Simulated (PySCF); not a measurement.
bromine monochloride (BrCl), SMILES ClBr. Coordinates come from a B3LYP-D3(BJ)/def2-TZVP optimisation.

TDDFT-PBE/def2-TZVPD run with PySCF 2.14.0 puts the lowest singlet excitations at 2.87, 2.87, 5.14, 5.14, 7.44, 7.44 eV and the lowest triplet (TDA) at 2.13 eV.

**Question.** What are the lowest singlet roots from EOM-CCSD/aug-cc-pVDZ in PySCF? (Estimate from the structure and the level; the computed values follow.)

**Answer.** 3.30, 3.30, 5.69, 5.69, 8.39, 8.39 eV; triplets 2.55, 2.55, 5.17 eV. S1 differs by 0.43 eV (second minus first; roots are paired by order, and the bases may differ).
